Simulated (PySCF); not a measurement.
HFSi (SMILES F[SiH]), singlet, at a GFN2-xTB geometry. Base run: PySCF with DF-B3LYP/STO-3G.

Here is a job for PySCF.
```python
from pyscf import gto, scf, dft

mol = gto.M(
    atom='''
Si   -0.248454   -0.327143    0.457702
H    -0.885852   -1.166467   -0.579457
F     0.484913    0.638496   -0.647596
''',
    basis='sto-3g',
    charge=0,
    spin=0,
    verbose=5,
)

mf = dft.RKS(mol)
mf.xc = 'b3lyp'
mf = mf.density_fit(auxbasis='def2-universal-jkfit')
mf.kernel()
mf.analyze()
```

The base run was repeated with changes; each row names its change, and settings that it needs were set with it.

```
change               basis functions      E (Eh)  HOMO (eV)  HOMO-LUMO gap (eV)  dipole (D)
-------------------  ---------------  ----------  ---------  ------------------  ----------
base                              15  -385.06836      -2.91                4.78        0.23
basis = LANL2DZ                    …           …          …                   …           …
basis = 6-31G                     24  -389.87128      -6.82                3.83        1.52
basis = pcseg-1                   37  -389.91507      -6.87                3.95        1.35
basis = cc-pVDZ                   37  -389.94292      -6.73                3.98        1.17
basis = 6-311G**                   …           …          …                   …           …
basis = aug-cc-pVDZ               59  -389.96024      -6.94                3.93        1.25
basis = aug-pcseg-1               59           …          …                   …        1.24
basis = def2-TZVP                 74  -390.00830      -6.88                3.99        1.24
basis = def2-TZVPD                 …           …      -6.94                3.98        1.24
basis = aug-cc-pVTZ              119  -390.00645      -6.94                3.96        1.24
basis = def2-QZVPP               157  -390.02602      -6.93                3.98        1.24
basis = def2-QZVP                157  -390.02602      -6.93                3.98        1.24
```

Q: Complete the blanks.

A: 
- basis = LANL2DZ, basis functions: 19
- basis = LANL2DZ, E (Eh): -104.30784
- basis = LANL2DZ, HOMO (eV): -7.00
- basis = LANL2DZ, HOMO-LUMO gap (eV): 3.79
- basis = LANL2DZ, dipole (D): 1.72
- basis = 6-311G**, basis functions: 50
- basis = 6-311G**, E (Eh): -389.98081
- basis = 6-311G**, HOMO (eV): -6.81
- basis = 6-311G**, HOMO-LUMO gap (eV): 3.97
- basis = 6-311G**, dipole (D): 1.37
- basis = aug-pcseg-1, E (Eh): -389.92359
- basis = aug-pcseg-1, HOMO (eV): -6.95
- basis = aug-pcseg-1, HOMO-LUMO gap (eV): 3.92
- basis = def2-TZVPD, basis functions: 92
- basis = def2-TZVPD, E (Eh): -390.00978

Totals compare only among sets that treat the same electrons; sets with core potentials leave the core out.
